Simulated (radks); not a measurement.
Dynamic dipole polarisability and lines of neutral potassium, [Ar] 4s1. Level of theory: scalar-relativistic Kohn-Sham, LDA (Slater exchange, Perdew-Wang correlation), spin-polarised, spherical densities, finite nucleus; open shells are filled with parallel spins first; Fermi nuclear charge, rms radius of each element as measured or else 0.836 A^(1/3) + 0.57 fm (a radial shooting solver on a logarithmic mesh with Libxc functionals). Time-dependent linear response with the Hartree and adiabatic LDA kernel, continuum included through the Sternheimer equations, no spin-orbit coupling, so fine structure and intercombination lines are absent. Lines are the poles of the dipole polarisability below minus the highest occupied eigenvalue, found on a grid refined at the orbital gaps; the lowest seven at most are given, and weak or close lines can be missed. The first line takes the name of the lowest orbital gap if no other gap lies below it; otherwise a line is named after a gap within 0.6 % of it, if that gap stands alone.

photon energy (eV)  alpha (bohr^3)
0                            255.3
0.129                        256.8
0.302                        263.3
0.474                        276.1
0.647                        296.9
0.819                        329.5
0.992                        381.6
1.164                        470.7
1.337                        647.5
1.509                         1140
1.682                         8258
1.854                        -1371
2.027                       -595.4
2.199                       -364.9
2.372                       -254.1
2.544                       -186.9

Lines (eV, oscillator strength): 1.708 (726.1 nm, 4s-4p), f = 0.974. Higher lines, where found, are left out when the end of the mesh affects them. Those listed give 97 % of the static polarisability (sum of f/w^2). Orbital energy gaps for comparison: 4s-4p 1.662 eV. At laser wavelengths: 1550 nm 325.1, 1064 nm 471.4, 780 nm 1863, 532 nm -275.0 bohr^3. Measured terms reached by dipole lines (averaged over J; NIST Handbook of Basic Atomic Spectroscopic Data, eV): 4s-4p 1.615; 4s-5p 3.064; those above the model threshold have no computed partner.
